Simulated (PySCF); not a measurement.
**Ionisation energy of Pb(69+) by level of theory**

Pb(69+) [Ne] 3s2 3p1 (2P) → Pb(70+) [Ne] 3s2 (1S), as a difference of total energies. All numbers are calculated (PySCF 2.14, the spin-free X2C one-electron Hamiltonian (Gaussian nucleus), in an uncontracted even-tempered set (17 s from 21 bohr⁻², ratio 2.5; 12 p from 27 bohr⁻², ratio 2.5; 4 d from 100 bohr⁻², ratio 2.7; 4 f from 150 bohr⁻², ratio 2.7)). Correlated levels: outer shells: 1s2 frozen; virtual orbitals above 40 to 60 times the deepest correlated orbital energy dropped. The calculations carry no spin-orbit coupling.

| method | ionisation energy (eV) |
| --- | --- |
| UHF | 8267.2 |
| LDA | 8268.5 |
| PBE | 8270.8 |
| PBE0 | 8270.2 |
| r2SCAN | 8270.1 |
| TPSSh | 8270.8 |
| B97-3 | 8269.4 |
| MP2 (outer shells) | 8268.0 |
| SCS-MP2 (outer shells) | 8267.8 |

A first-order spin-orbit estimate (lowest level to lowest level, LS coupling) adds 361.2 eV.

Breit and QED terms and the two-electron picture change are absent.

First order in ζ underestimates the shift of j = l − 1/2 levels at high Z.

For comparison: 8680 ± 50 eV (theoretical estimate listed by NIST; NIST Atomic Spectra Database, ionization energies).
